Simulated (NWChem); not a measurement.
Molecule: CH4AlClO; SMILES [Cl][Al]([OH])[CH3]

```xyz
8

Al    -0.0494    -0.4249     0.0502
Cl     0.0036     1.6561     0.4959
C      1.5739    -1.4956     0.0084
H      1.3474    -2.5393    -0.2339
H      2.0885    -1.4720     0.9762
H      2.2793    -1.1152    -0.7399
O     -1.5701    -1.1333    -0.2724
H     -2.3832    -0.6128    -0.2550
```
Atoms are numbered in this order, from 1.

Level: B3LYP/6-31G* (spherical d) (NWChem), optimised geometry, unscaled harmonic frequencies. 

Task: List the harmonic frequencies with IR intensities, and the thermochemistry.

Result: 
| frequency (cm⁻¹) | IR intensity (km/mol) |
|---|---|
| 38 | 0.1 |
| 158 | 5.2 |
| 200 | 21.6 |
| 203 | 12.3 |
| 388 | 163.0 |
| 452 | 35.8 |
| 641 | 52.3 |
| 675 | 105.0 |
| 709 | 41.7 |
| 753 | 222.1 |
| 885 | 100.8 |
| 1280 | 13.5 |
| 1489 | 2.4 |
| 1490 | 1.5 |
| 3049 | 2.3 |
| 3119 | 5.9 |
| 3135 | 7.0 |
| 3833 | 63.5 |

| Item | Value |
|---|---|
| zero-point energy | 32.1 kcal/mol |
| thermal correction to the enthalpy at 298.15 K (with zero-point energy) | 36.9 kcal/mol |
| heat capacity Cv | 20.6 cal/(mol K) |
| entropy at 298.15 K and 1 atm (symmetry number 1) | 81.6 cal/(mol K) |
| dipole moment | 0.98 D |

Rigid rotor and harmonic oscillator; modes under 100 cm⁻¹ make the entropy uncertain.
